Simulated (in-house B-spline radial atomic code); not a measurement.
Multiplet parameters of the 4d7 shell in Cd VI (Cd5+) ([Kr] 4d7). Level of theory: non-relativistic Hartree-Fock, average of configuration, point nucleus; calculated with an all-electron radial atomic-structure program (B-spline basis).

Slater integrals: F^2 = 91782 cm⁻¹, F^4 = 60974 cm⁻¹. Central-field spin-orbit parameter ζ(4d) = 2740 cm⁻¹ (bare central field on non-relativistic orbitals, without two-electron terms: too large for light atoms, too small for heavy ones).

**Question.** What are Racah's B and C?

**Answer.** B = F^2/49 - 5F^4/441 = 1182 cm⁻¹, C = 35F^4/441 = 4839 cm⁻¹, C/B = 4.09.

**Question.** Where do the terms lie in LS coupling, without spin-orbit interaction?

**Answer.** In cm⁻¹ above the Hund's-rule term (some of the terms):
| term | expression | energy |
| --- | --- | --- |
| 4F | 0B + 0C | 0 |
| 4P | 15B + 0C | 17727 |
| 2G | 4B + 3C | 19245 |
| 2H | 9B + 3C | 25154 |
| 2F | 24B + 3C | 42881 |

**Question.** Is LS coupling a fair picture here?

**Answer.** Fits to spectra need these integrals scaled down, since correlation screens the repulsion. Here ζ is 2.32 times B, so the coupling is intermediate: spin-orbit interaction mixes the terms, and LS labels name only the largest part.
